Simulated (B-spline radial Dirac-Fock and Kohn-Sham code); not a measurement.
**Photoelectron lines of As³⁺ at 899 eV**

System: arsenic as As³⁺ in the configuration [Ar] 3d10 4s2.

Input of the calculation (task.json; shells as n, l, electrons):

```json
{"items": [{
  "Z": 33,
  "q": 3,
  "cfg": [[1, 0, 2], [2, 0, 2], [2, 1, 6], [3, 0, 2], [3, 1, 6], [3, 2, 10], [4, 0, 2]],
  "A": 75,
  "rrms": 4.0968,
  "do": ["binding", "quiet", "photo"],
  "hv": [25.9, 29.1, 35.0, 52.5, 61.3, 102.0, 156.0, 234.0, 254.0, 528.0, 854.0, 899.0, 1070.0, 1190.0, 1870.0, 2990.0, 3400.0, 3890.0, 7140.0, 8250.0, 9570.0, 10500.0, 33300.0, 134000.0]
}]}
```

Command: `python xray_run.py task.json out`

The computed values come from a radial atomic solver: a relativistic central-field model (Hartree-Slater potential of the initial state, Latter tail, multipole expansion of the photon field, Dirac-Fock thresholds). The asymmetry parameter β is from the dipole term alone. Kinetic energies are from the vacuum level.

The last column is dσ/dΩ = σ/(4π) · [1 − (β/2) P₂(cos θ)] at θ = 0° from the beam of unpolarised light.

```csv
subshell,electrons,binding (eV),kinetic (eV),σ (kb),β,dσ/dΩ (kb/sr)
3s,2,254.3,644.7,44.6,2.00,≈ 0
3p1/2,2,194.0,705.0,55.0,1.61,0.846
3p3/2,4,189.0,710.0,108,1.63,1.60
3d3/2,4,86.28,812.7,51.8,1.20,1.65
3d5/2,6,85.59,813.4,75.9,1.19,2.45
4s,2,47.84,851.2,5.50,2.00,≈ 0
```

Branching ratios of the spin-orbit partners (statistical value in brackets): 3p 1.96 (2.00), 3d 1.46 (1.50).

Run: 3.2 s of CPU time on 1 thread of Neoverse-N1 (shared host), peak memory 0.32 GiB.
